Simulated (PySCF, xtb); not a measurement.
Cd(F)(SMe) (CH3CdFS), SMILES [S]([Cd][F])C. Other conformers were not sampled.

Harmonic wavenumbers (cm⁻¹) from GFN2-xTB (xtb) at its own minimum, in rising order: 34, 115, 131, 171, 282, 308, 714, 945, 946, 1308, 1421, 1429, 2984, 2993, 3047.

**Question.** What does PBE-D3(BJ)/def2-SVP (PySCF) give at its own minimum? (Estimate from the structure and the level; the computed values follow.)

**Answer.** 86, 103, 138, 175, 341, 595, 684, 923, 935, 1284, 1399, 1407, 2982, 3087, 3091. Paired by order, the mean absolute difference is 46 cm⁻¹ and the zero-point energies are 24.1 and 24.6 kcal/mol.
